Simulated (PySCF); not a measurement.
A structure optimised at r2SCAN-D4/def2-SVP, used in a PySCF frequency run:

```xyz
8

B     -0.6504     0.0120     0.0000
I      0.2113     1.9764     0.0000
I      0.6279    -1.7321     0.0000
O     -1.9762    -0.0810     0.0000
C     -2.7550    -1.2734     0.0000
H     -2.5383    -1.8740     0.8964
H     -3.8101    -0.9719     0.0000
H     -2.5383    -1.8740    -0.8964
```
Charge 0, spin multiplicity 1.

Question: Write its SMILES, formula and point group.

Answer: COB(I)I, CH₃BI₂O, Cs

Question: What are its rotational constants (standard atomic weights)?

Answer: 2.1080, 0.55750, 0.44215 GHz
